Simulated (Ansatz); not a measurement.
A structure relaxed at PBE0-D4/def2-TZVP, charge 0, multiplicity 1:

```xyz
10

C     0.6252   -0.6421    1.4489
C    -0.5340   -0.1302    1.0267
N    -0.8333    0.3442   -0.2329
In    0.3171    0.4686   -1.9112
H     1.4898   -0.7382    0.8009
H     0.7259   -0.9788    2.4708
H    -1.3568   -0.0674    1.7382
H    -1.7805    0.6779   -0.3070
H     1.9286   -0.0807   -1.8332
H    -0.5819    1.1467   -3.2012
```

Task: Give its formula and SMILES.

Result: C2H6InN, `C=C[NH][InH2]`.

Task: Point group (tolerance 0.08 Å, 0.16 Å for H)?

Result: Cs.

Task: Summarise the bond lengths by kind.

Result: 1 × C–C 1.336 Å; 3 × C–H 1.081 to 1.090 Å; 1 × C–N 1.379 Å; 1 × In–N 2.039 Å; 1 × H–N 1.007 Å; 2 × H–In 1.704 to 1.712 Å.

Computed with Ansatz.
